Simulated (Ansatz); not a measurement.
Start from `CCB(N)S` and change one atom or group to get `NB(S)Br`.

Ansatz, PBE0-D4/def2-TZVP geometries, multiplicity 1. Each molecule was computed in one conformer, which needn't be the lowest.

Scalar relativity is left out up to krypton.

```csv
property,`CCB(N)S`
HOMO–LUMO gap (PBE0/def2-TZVPP) / eV,7.54
HOMO–LUMO gap (B3LYP/def2-TZVPP) / eV,6.97
size of the dipole moment (ωB97M-V/def2-TZVPP) / D,1.75
HOMO–LUMO gap (ωB97M-V/def2-TZVPP) / eV,11.20
HOMO–LUMO gap (PBE/def2-TZVPP) / eV,5.46
HOMO energy (B3LYP/def2-TZVPP) / eV,-6.75
```

(1) What does the change do to each property? (Estimate.)

Results:

(1) The calculation gave: 
| property | `NB(S)Br` | shift |
| --- | --- | --- |
| HOMO–LUMO gap (PBE0/def2-TZVPP) / eV | 7.70 | 0.16 |
| HOMO–LUMO gap (B3LYP/def2-TZVPP) / eV | 7.15 | 0.18 |
| size of the dipole moment (ωB97M-V/def2-TZVPP) / D | 1.89 | 0.14 |
| HOMO–LUMO gap (ωB97M-V/def2-TZVPP) / eV | 11.56 | 0.36 |
| HOMO–LUMO gap (PBE/def2-TZVPP) / eV | 5.53 | 0.07 |
| HOMO energy (B3LYP/def2-TZVPP) / eV | -7.28 | -0.53 |

With PBE0 the HOMO falls by 0.54 eV and the LUMO falls by 0.39 eV, so the gap widens by about 0.15 eV. PBE moves the HOMO by -0.52 eV and ωB97M-V by -0.53 eV. Dipoles are sizes alone; their direction can turn.

B3LYP here is the variant with VWN-RPA as its local correlation; programs differ in this.

Spin–orbit coupling is left out; it splits and shifts lone-pair levels of the heavy atoms by tenths of an eV.
